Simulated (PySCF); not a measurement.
19F chemical shifts

[PySCF 2.14.0 with density-fitted response routines: shieldings: GIAO PBE0/pcSseg-1; geometry from GFN2-xTB; non-relativistic Hamiltonian; gas phase; one computed conformer; rapidly exchanging positions averaged]

Shieldings were converted by a linear fit to measured shifts: 19F (scatter 6.0 ppm rms, 7.0 ppm with the 5 outliers that the fit left out vs CFCl3, solution or neat liquid, with a term for F on sp3 carbon). Occasional misses reach two or three times the rms, and more in compound classes unlike the fitted ones.

(1) Give the 19F shifts of `CO[SiH2]C(OC)=C(F)F`, `FCC(F)(F)C1CC1`.

(2) Match the shifts 23.7, 13.4, -99.1, -126.9, -229.4 ppm to `O=C1OC[C@](F)(CCl)O1`, `Cc1ccsc1C(=O)F`, `CCCc1cc([SiH3])sc1F`, `C=C[C@@H](CF)[C@H](C)CN`, `Cc1csc(C(=O)F)c1`.

## Answers

(1) 
```json
{"compound": "[CH3:1][O:2][SiH2:3][C:4]([O:5][CH3:6])=[C:7]([F:8])[F:9]", "environment": "F9: vinylic fluorine", "δ (ppm)": "-95.6"}
{"compound": "[CH3:1][O:2][SiH2:3][C:4]([O:5][CH3:6])=[C:7]([F:8])[F:9]", "environment": "F8: vinylic fluorine", "δ (ppm)": "-115.2"}
{"compound": "[F:1][CH2:2][C:3]([F:4])([F:5])[CH:6]1[CH2:7][CH2:8]1", "environment": "F4/5: fluorine of a CF2 group (×2)", "δ (ppm)": "-114.8"}
{"compound": "[F:1][CH2:2][C:3]([F:4])([F:5])[CH:6]1[CH2:7][CH2:8]1", "environment": "F1: fluorine on an sp3 carbon", "δ (ppm)": "-234.4"}
```

(2) 23.7: Cc1ccsc1C(=O)F (fluorine bonded to C); 13.4: Cc1csc(C(=O)F)c1 (fluorine bonded to C); -99.1: O=C1OC[C@](F)(CCl)O1 (fluorine on an sp3 carbon); -126.9: CCCc1cc([SiH3])sc1F (aryl fluorine); -229.4: C=C[C@@H](CF)[C@H](C)CN (fluorine on an sp3 carbon).
